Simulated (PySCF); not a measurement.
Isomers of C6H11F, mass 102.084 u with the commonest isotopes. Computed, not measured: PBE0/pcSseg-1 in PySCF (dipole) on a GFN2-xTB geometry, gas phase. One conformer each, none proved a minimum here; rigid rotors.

Question: Order these by out-of-plane moment Σ m c² = (Ia + Ib − Ic)/2, smallest first.
A. `[F:1][CH:2]1[CH2:3][CH2:4][CH2:5][CH2:6][CH2:7]1` with F1–C2–C3–C4 67°, C2–C3–C4–C5 56°, C3–C4–C5–C6 -59°, C4–C5–C6–C7 59°
B. `[CH2:1]=[CH:2][C@@H:3]([CH3:4])[C@@H:5]([CH3:6])[F:7]` with C1–C2–C3–C4 118°, C2–C3–C5–C6 175°
C. `[CH2:1]=[C:2]([CH2:3][CH3:4])[CH2:5][CH2:6][F:7]` with C1–C2–C3–C4 -116°, C1–C2–C5–C6 -115°, C2–C5–C6–F7 -79°

Answer: C (27.59 u·Å²), A (39.11 u·Å²), B (52.32 u·Å²).

Question: Order these by rotational constant C, smallest first.
A. `[CH2:1]=[C:2]([CH2:3][CH3:4])[CH2:5][CH2:6][F:7]` with C1–C2–C3–C4 -116°, C1–C2–C5–C6 -115°, C2–C5–C6–F7 -79°
B. `[CH2:1]=[CH:2][C@@H:3]([CH3:4])[C@@H:5]([CH3:6])[F:7]` with C1–C2–C3–C4 118°, C2–C3–C5–C6 175°
C. `[F:1][CH:2]1[CH2:3][CH2:4][CH2:5][CH2:6][CH2:7]1` with F1–C2–C3–C4 67°, C2–C3–C4–C5 56°, C3–C4–C5–C6 -59°, C4–C5–C6–C7 59°

Answer: A (1438 MHz), B (1568 MHz), C (2002 MHz).

Question: Order these by rotational constant A, smallest first.
A. `[CH2:1]=[C:2]([CH2:3][CH3:4])[CH2:5][CH2:6][F:7]` with C1–C2–C3–C4 -116°, C1–C2–C5–C6 -115°, C2–C5–C6–F7 -79°
B. `[F:1][CH:2]1[CH2:3][CH2:4][CH2:5][CH2:6][CH2:7]1` with F1–C2–C3–C4 67°, C2–C3–C4–C5 56°, C3–C4–C5–C6 -59°, C4–C5–C6–C7 59°
C. `[CH2:1]=[CH:2][C@@H:3]([CH3:4])[C@@H:5]([CH3:6])[F:7]` with C1–C2–C3–C4 118°, C2–C3–C5–C6 175°

Answer: A (3124 MHz), B (3609 MHz), C (3927 MHz).

| SMILES | point group | Ia (u·Å²) | Ib (u·Å²) | Ic (u·Å²) | κ | μa (D) | μb (D) | μc (D) |
| --- | --- | --- | --- | --- | --- | --- | --- | --- |
| C=C(CC)CCF | C1 | 161.76 | 244.99 | 351.56 | -0.26 | 0.19 | 1.20 | 0.35 |
| C=C[C@@H](C)[C@@H](C)F | C1 | 128.70 | 298.22 | 322.28 | -0.89 | 0.06 | 0.76 | 1.51 |
| FC1CCCCC1 | Cs | 140.04 | 190.57 | 252.40 | -0.19 | 0.98 | 0.00 | 1.41 |
